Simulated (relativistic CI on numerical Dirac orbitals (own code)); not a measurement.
**Ti8+: q coefficients and field-shift factors**

Method of calculation: Dirac-Coulomb-Breit CI, orbitals from a KLI potential per configuration, derivatives by finite differences, unscaled Slater integrals, QED left out (own radial code, finite nucleus).

Configuration list (outside the closed core [Ne]): 3s²3p², 3s3p³, 3s²3p3d, 3p⁴, 3s3p²3d, 3p³3d, 3s²3d², 3s3d³, 3p²3d², 3p3d³. Double excitations out of closed p, d and f shells are left out; levels of such configurations are missing from the list, as are those of other unlisted configurations, and high levels can miss mixing partners.

With x = (α/α₀)² − 1 an excitation energy changes as ω = ω₀ + qx; K = 2q/ω₀ is the relative enhancement. Terms are leading LS components, so labels can repeat. The field-shift factor is F = δν/δ⟨r²⟩ for the transition from the lowest level.

Lowest level 3s²3p² ³P0.

| Level | ω₀ (cm⁻¹) | q (cm⁻¹) | K | F (GHz/fm²) |
| --- | --- | --- | --- | --- |
| 3s²3p² ³P1 | 3022 | 3683 | 2.44 | -0.00398 |
| 3s²3p² ³P2 | 7206 | 7428 | 2.06 | -0.00996 |
| 3s²3p² ¹D2 | 31204 | 7022 | 0.45 | 0.0153 |
| 3s²3p² ¹S0 | 64886 | 7630 | 0.235 | -0.115 |
| 3s3p³ ⁵S°2 | 148469 | 12820 | 0.173 | -5.96 |
| 3s3p³ ³D°1 | 206660 | 11910 | 0.115 | -5.25 |
| 3s3p³ ³D°2 | 206769 | 11980 | 0.116 | -5.26 |
| 3s3p³ ³D°3 | 207405 | 13050 | 0.126 | -5.27 |
| 3s3p³ ³P°2 | 241912 | 13130 | 0.109 | -5.09 |
| 3s3p³ ³P°0 | 242008 | 13110 | 0.108 | -5.16 |
| 3s3p³ ³P°1 | 242047 | 13280 | 0.11 | -5.15 |
| 3s3p³ ¹D°2 | 261114 | 12700 | 0.0972 | -3.52 |
| 3s3p³ ³S°1 | 311483 | 13250 | 0.0851 | -6.52 |

At this charge configurations can still be misplaced by up to about 7 % of their energy.
